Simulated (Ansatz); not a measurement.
All numbers were calculated with Ansatz.

Basis-set series for the Te atom. Total charge 0; spin multiplicity 3. Te takes the def2 core potential. A free atom.

```
functional       basis  functions  energy (Eh)  HOMO (eV)  LUMO (eV)
      PBE0  def2-TZVPP         50   -267.99464      -6.26      -4.02
      PBE0  def2-QZVPP         82   -267.99589      -6.28      -4.02
   ωB97M-V  def2-TZVPP         50   -267.95927      -8.33      -2.09
   ωB97M-V  def2-QZVPP         82   -267.96063      -8.36      -2.11
```

Question: Give the rows for def2-SVP. (Estimate.)

Answer: The calculation gave: 
| functional | basis | functions | energy (Eh) | HOMO (eV) | LUMO (eV) |
| --- | --- | --- | --- | --- | --- |
| PBE0 | def2-SVP | 26 | -267.98598 | -6.11 | -3.99 |
| ωB97M-V | def2-SVP | 26 | -267.94966 | -8.17 | -1.95 |

HOMO and LUMO are taken over both spins.
